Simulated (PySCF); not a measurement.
# [Gd(H2S)2]3+ at several levels of theory

Computed with PySCF 2.14.0 (density fitting, no spin-orbit coupling) at the geometry relaxed with BP86:

```xyz
7
[Gd(H2S)2]3+ (singlet in the valence; each metal's 4f electrons, 7 of them, lie in its core potential, out of spins and levels)
Gd   -1.3599    0.0000    0.0000
S     0.4109    0.1416    2.2064
H     0.9146    1.4300    2.2871
H    -0.3474    0.1869    3.3660
S     0.4109   -0.1416   -2.2064
H     0.9146   -1.4300   -2.2871
H    -0.3474   -0.1869   -3.3660
```

| level | basis | state | HOMO (eV) | gap (eV) | charge on Gd1 (e) | population of f-type functions on Gd1 (polarisation alone where 4f lies in the core) | dipole about the centre of mass (D) | largest force component (eV/Å) |
| --- | --- | --- | --- | --- | --- | --- | --- | --- |
| BP86 | Gd lcecp-1-SVP with ECP53, S def2-SVP, H def2-SVP | singlet | -21.62 | 2.60 | 1.86 | 0.01 | 0.24 | 0.01 |
| wB97X | the same | singlet | -24.90 | 9.03 | 2.01 | 0.01 | 0.99 | 0.52 |
| CAM-B3LYP | the same | singlet | -23.87 | 6.81 | 1.95 | 0.01 | 0.56 | 0.38 |
| TPSS | the same | singlet | -21.60 | 2.79 | 1.93 | 0.01 | 0.05 | 0.23 |
| BP86 | Gd lcecp-1-TZVP with ECP53, S def2-TZVP, H def2-TZVP | singlet | -21.53 | 2.65 | 1.98 | 0.02 | 0.62 | 0.23 |
| PBE0 | Gd def2-SVP with ECP28, S def2-SVP, H def2-SVP | octet | -22.50 | 2.36 | 1.75 | 7.01 | 1.03 | 0.57 |

In the lcecp rows the 4f levels are missing from HOMO and gap, and the state counts the valence alone.

HOMO and gap are taken over both spins. Charges are Mulliken's, which hang on the basis. The relaxation used the grid (50, 194), these runs (75, 302) or, all-electron (x2c bases, spin-free X2C Hamiltonian), (99, 590).

(1) What does PBE0 with Gd lcecp-1-SVP with ECP53, S def2-SVP, H def2-SVP give here?

A frequency check found unstable modes (1, the lowest at -39 cm⁻¹), so the relaxed geometry is a saddle point, or these are noise. An lcecp potential fixes the number of 4f electrons, so in runs with it no electron can move into or out of that shell.

Rows with open f shells in the valence may stand above their lowest state, and their gaps can end on f levels.

Some runs are spin-contaminated.

## Answers

(1) state singlet, HOMO (eV) -22.65, gap (eV) 4.56, charge on Gd1 (e) 1.95, population of f-type functions on Gd1 (polarisation alone where 4f lies in the core) 0.01, dipole about the centre of mass (D) 0.32, largest force component (eV/Å) 0.31. Time: 3.9 s on 2 threads of Arm Neoverse V2, with other jobs on the host, from an already converged density.
